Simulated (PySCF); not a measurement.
Predicted microwave data (PBE0/pcSseg-1 in PySCF (dipole) on a GFN2-xTB geometry, gas phase) for one isomer of C6H13NO:

* Rotational constants: A = 2871, B = 1512, C = 1258 MHz
* Dipole components: |μa| = 0.59 D, |μb| = 3.70 D, |μc| = 0.97 D
* Inertial defect: -108.45 u·Å²
* κ: -0.68

Problem. Which structure is it? (One computed conformer of each.)
A. `[CH3:1][CH2:2][CH2:3][N:4]([CH3:5])[C:6]([CH3:7])=[O:8]` with C1–C2–C3–N4 61°, C2–C3–N4–C5 68°, C3–N4–C6–C7 177°
B. `[CH3:1][O:2][CH2:3]/[CH:4]=[CH:5]/[N:6]([CH3:7])[CH3:8]` with C1–O2–C3–C4 67°, O2–C3–C4–C5 -112°
C. `[CH3:1][C:2](=[O:3])[CH2:4][CH2:5][N:6]([CH3:7])[CH3:8]` with C1–C2–C4–C5 -81°, C2–C4–C5–N6 70°, C4–C5–N6–C7 -150°
D. `[CH3:1][N:2]1[CH2:3][CH2:4][CH:5]([OH:6])[CH2:7][CH2:8]1` with C4–C5–O6–H -60°, C1–N2–C3–C4 -173°, N2–C3–C4–C5 -59°, C3–C4–C5–O6 180°, C4–C5–C7–C8 -56°
E. `[CH3:1][C:2](=[O:3])[NH:4][C:5]([CH3:6])([CH3:7])[CH3:8]` with C1–C2–N4–C5 -178°
F. `[CH3:1][CH2:2][CH2:3][C:4](=[O:5])[N:6]([CH3:7])[CH3:8]` with C1–C2–C3–C4 -179°, C2–C3–C4–O5 5°, C3–C4–N6–C7 177°

Solution. A. It is CCCN(C)C(C)=O, an asymmetric top, point group C1. The candidates at the same level (rigid rotor, commonest isotopes):

```
         SMILES  A (MHz)  B (MHz)  C (MHz)  μa (D)  μb (D)  μc (D)  Δ (u·Å²)  point group                        rotor
  CC(=O)CCN(C)C     3396     1183     1164    3.41    0.12    1.44   -141.98           C1  near-prolate asymmetric top
   CN1CCC(O)CC1     4465     1383     1133    1.51    0.03    0.50    -32.59            –               asymmetric top
  CCCN(C)C(C)=O     2871     1512     1258    0.59    3.70    0.97   -108.45           C1               asymmetric top
CC(=O)NC(C)(C)C     3311     1391     1256    1.24    3.45    0.02   -113.55      near Cs               asymmetric top
  COC/C=C/N(C)C     4451    861.6    844.2    2.98    0.97    0.24   -101.50           C1  near-prolate asymmetric top
  CCCC(=O)N(C)C     4202     1082    885.1    1.22    3.55    0.06    -16.12            –               asymmetric top
```

`CN1CCC(O)CC1` has A 56 % too high; `CCCC(=O)N(C)C` has A 46 % too high; `CC(=O)CCN(C)C` has B 22 % too low; `CC(=O)NC(C)(C)C` has A 15 % too high; `COC/C=C/N(C)C` has A 55 % too high. No structure here is proved a minimum.
